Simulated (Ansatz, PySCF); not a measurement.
Process, species as SMILES: [SiH2][AsH2] -> [SiH2-][AsH2] (an electron is taken up)
Geometries: B3LYP-D3(BJ)/def2-TZVP minima from Ansatz (an electronic-structure program), one conformer each, not searched for the lowest.
Geometry of the first species:
SMILES: [SiH2][AsH2]
```xyz
6

Si    -1.5362     0.2922    -0.4070
As     0.7188    -0.1301     0.2069
H     -1.7894     1.7563    -0.2977
H     -2.4281    -0.4012     0.5642
H      1.2961     0.4154    -1.0938
H      0.7093    -1.5668    -0.3019
```
Charge 0, spin multiplicity 2.

Wanted: adiabatic electron affinity (0 K, with B3LYP-D3(BJ) harmonic zero-point energies from PySCF), positive where the reaction releases energy, in eV. Correlated levels leave the core frozen unless marked. UHF or UKS for open shells. No spin-orbit coupling. Frozen are the shells of the preceding noble gas and the d and f shells that filled before the atom's block. No relativistic terms. Anions need diffuse functions: def2-D sets add few; the other sets have none. CBS marks a two-point X^-3 extrapolation of the correlation energy; Hartree-Fock from the larger set. The bracket is a focal-point correction in the basis named.

RI-MP2/CBS(def2-TZVPPD,def2-QZVPPD)+[CCSD(T)-MP2]/def2-TZVPPD (Ansatz) gives 1.79 eV.

Question: Another calculation gave 1.53 eV. Which level was it?
(A) M06-L/def2-TZVPD (PySCF)
(B) M06-2X/def2-TZVPD (PySCF)
(C) HF/def2-TZVPD (PySCF)
(D) BP86/def2-TZVPD (PySCF)

Answer: A, M06-L/def2-TZVPD (PySCF). The others give 1.67 (M06-2X), 0.58 (HF), 1.80 (BP86) eV.
